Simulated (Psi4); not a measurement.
F2Mn (SMILES [F][Mn][F]), sextet, at a GFN2-xTB geometry (such geometries of metal compounds can be far from the true shape); SVWN/STO-3G in Psi4.

Here is a job for Psi4.
```
memory 2 GB

molecule mol {
0 6
  Mn    0.009789    0.000267   -0.001718
  F    -0.241809    1.281989   -1.098969
  F     0.214616   -1.282730    1.103741
}

set basis sto-3g
set reference uks
set d_convergence 1e-8

energy('svwn')
print_variables()
```

Output, abridged:

```
   => Loading Basis Set <=

    Name: STO-3G
    Role: ORBITAL
    Keyword: BASIS

         ---------------------------------------------------------
                                   SCF
               by Justin Turney, Rob Parrish, Andy Simmonett
                          and Daniel G. A. Smith
                              UKS Reference
         ---------------------------------------------------------

  ==> Geometry <==

    Molecular point group: cs
    Full point group: Cs

    Geometry (in Angstrom), charge = 0, multiplicity = 6:

       Center              X                  Y                   Z               Mass
    ------------   -----------------  -----------------  -----------------  -----------------
         MN           0.001307689922    -0.009622424873     0.000000000000    54.938043910000
         F            1.688304595332     0.243585073092     0.000000000000    18.998403162730
         F           -1.692086067161    -0.215759724000     0.000000000000    18.998403162730

  Running in cs symmetry.

  Rotational constants: A =   1330.37776  B =      0.15249  C =      0.15247 [cm^-1]
  Rotational constants: A = 39883721.84940  B =   4571.41132  C =   4570.88741 [MHz]
  Nuclear repulsion =  152.156888722735573

  Charge       = 0
  Multiplicity = 6
  Electrons    = 43
  Nalpha       = 24
  Nbeta        = 19

  ==> Algorithm <==

  SCF Algorithm Type is DF.
  DIIS enabled.
  MOM disabled.
  Fractional occupation disabled.
  Guess Type is SAD.
  Energy threshold   = 1.00e-06
  Density threshold  = 1.00e-08
  Integral threshold = 1.00e-12

  ==> Primary Basis <==

  Basis Set: STO-3G
    Blend: STO-3G
    Number of shells: 14
    Number of basis functions: 28
    Number of Cartesian functions: 29
    Spherical Harmonics?: true
    Max angular momentum: 2

  ==> DFT Potential <==

   => LibXC <=

    Version 7.1.2
    S. Lehtola, C. Steigemann, M. J. T. Oliveira, and M. A. L. Marques,  SoftwareX 7, 1–5 (2018) (10.1016/j.softx.2017.11.002)

   => Composite Functional: SVWN <=

    Slater exchange
    Vosko, Wilk & Nusair (VWN5_RPA)
    P. A. M. Dirac,  Math. Proc. Cambridge Philos. Soc. 26, 376 (1930) (10.1017/S0305004100016108)
    F. Bloch,  Z. Phys. 57, 545 (1929) (10.1007/BF01340281)
    S. H. Vosko, L. Wilk, and M. Nusair,  Can. J. Phys. 58, 1200 (1980) (10.1139/p80-159)

    Deriv               =              1
    GGA                 =          FALSE
    Meta                =          FALSE

    Exchange Hybrid     =          FALSE
    MP2 Hybrid          =          FALSE

   => Exchange Functionals <=

    1.0000         XC_LDA_X

   => Correlation Functionals <=

    1.0000   XC_LDA_C_VWN_RPA

   => LibXC Density Thresholds  <==

    XC_LDA_C_VWN_RPA:  1.00E-15
    XC_LDA_X:  1.00E-15

   => Molecular Quadrature <=

    Radial Scheme          =       TREUTLER
    Pruning Scheme         =           NONE
    Nuclear Scheme         =       TREUTLER

    Blocking Scheme        =         OCTREE
    BS radius alpha        =              1
    Pruning alpha          =              1
    Radial Points          =             75
    Spherical Points       =            302
    Total Points           =          63572
    Total Blocks           =            547
    Max Points             =            254
    Max Functions          =             27
    Weights Tolerance      =       1.00E-15

   => Loading Basis Set <=

    Name: (STO-3G AUX)
    Role: JKFIT
    Keyword: DF_BASIS_SCF

  ==> Integral Setup <==

  SCF_SUBTYPE=INCORE selected. In-core MEM_DF algorithm will be used.
  Using in-core AOs.

  ==> MemDFJK: Density-Fitted J/K Matrices <==

    J tasked:                   Yes
    K tasked:                    No
    wK tasked:                   No
    Algorithm:                 Core
    Schwarz Cutoff:           1E-12
    Mask sparsity (%):       2.8061
    Fitting Condition:        1E-10

   => Auxiliary Basis Set <=

  Basis Set: (STO-3G AUX)
    Blend: DEF2-UNIVERSAL-JKFIT
    Number of shells: 108
[...]
    SOCC [     4,    1 ]
    NA   [    19,    5 ]
    NB   [    15,    4 ]

   @DF-UKS iter   1: -1331.91159113021467   -1.04611e-01   5.14939e-02 DIIS/ADIIS
    Occupation by irrep:
             Ap   App
    DOCC [    15,    4 ]
    SOCC [     3,    2 ]
    NA   [    18,    6 ]
    NB   [    15,    4 ]

   @DF-UKS iter   2: -1328.95963186161248    2.95196e+00   6.26513e-02 DIIS/ADIIS
   @DF-UKS iter   3: -1332.58822348615945   -3.62859e+00   7.10520e-03 DIIS/ADIIS
   @DF-UKS iter   4: -1332.55971496408233    2.85085e-02   1.28943e-02 DIIS/ADIIS
   @DF-UKS iter   5: -1332.61175812689839   -5.20432e-02   2.81432e-03 DIIS/ADIIS
   @DF-UKS iter   6: -1332.61434069196480   -2.58257e-03   5.83059e-04 DIIS/ADIIS
   @DF-UKS iter   7: -1332.61445917257288   -1.18481e-04   5.20197e-05 DIIS
   @DF-UKS iter   8: -1332.61446009211318   -9.19540e-07   1.16157e-05 DIIS
   @DF-UKS iter   9: -1332.61446011092039   -1.88072e-08   9.23282e-06 DIIS
   @DF-UKS iter  10: -1332.61446014171179   -3.07914e-08   1.56880e-06 DIIS
   @DF-UKS iter  11: -1332.61446014262151   -9.09722e-10   2.24674e-07 DIIS
   @DF-UKS iter  12: -1332.61446014264016   -1.86446e-11   1.48067e-08 DIIS
   @DF-UKS iter  13: -1332.61446014263970    4.54747e-13   2.86323e-09 DIIS
  Energy and wave function converged.

  ==> Post-Iterations <==

   Electrons on quadrature grid:
      Nalpha   =   23.9999641820 ; deviation = -3.582e-05
      Nbeta    =   18.9999636830 ; deviation = -3.632e-05
      Ntotal   =   42.9999278651 ; deviation = -7.213e-05

   @Spin Contamination Metric:   1.775366778E-02
   @S^2 Expected:                8.750000000E+00
   @S^2 Observed:                8.767753668E+00
   @S   Expected:                2.500000000E+00
   @S   Observed:                2.500000000E+00

    Orbital Energies [Eh]
    ---------------------

    Alpha Occupied:

[...]
    Alpha Virtual:

[...]
      21Ap     0.349762

    Beta Occupied:

[...]
       4App   -0.153474

    Beta Virtual:

[...]
    Final Occupation by Irrep:
             Ap   App
    DOCC [    15,    4 ]
    SOCC [     3,    2 ]
    NA   [    18,    6 ]
    NB   [    15,    4 ]

  @DF-UKS Final Energy: -1332.61446014263970

   => Energetics <=

    Nuclear Repulsion Energy =            152.1568887227355731
    One-Electron Energy =               -2150.2900717873553731
    Two-Electron Energy =                 735.7784987541626833
    DFT Exchange-Correlation Energy =     -70.2597758321826547
    Empirical Dispersion Energy =           0.0000000000000000
    VV10 Nonlocal Energy =                  0.0000000000000000
    Total Energy =                      -1332.6144601426397003

  UHF NO Occupations:
  HONO-2 :   17 Ap 1.0000000
  HONO-1 :    6App 1.0000000
  HONO-0 :   18 Ap 1.0000000
  LUNO+0 :   19 Ap 0.0036469
  LUNO+1 :    7App 0.0024857
  LUNO+2 :   20 Ap 0.0024747
  LUNO+3 :   21 Ap 0.0002825

Computation Completed

Properties will be evaluated at   0.000000,   0.000000,   0.000000 [a0]

Properties computed using the SCF density matrix

 Multipole Moments:

 ------------------------------------------------------------------------------------
     Multipole            Electronic (a.u.)      Nuclear  (a.u.)        Total (a.u.)
 ------------------------------------------------------------------------------------

 L = 1.  Multiply by 2.5417464519 to convert [e a0] to [Debye]
 Dipole X            :          0.0031563           -0.0025341            0.0006222
 Dipole Y            :         -0.0232195            0.0186469           -0.0045726
 Dipole Z            :          0.0000000            0.0000000            0.0000000
 Magnitude           :                                                    0.0046147

 ------------------------------------------------------------------------------------

  Variable Map:
  ----------------------------------------------------------------------------
[...]
  Array Variable Map:
  ----------------------------------------------------------------------------
[...]
[...]
```
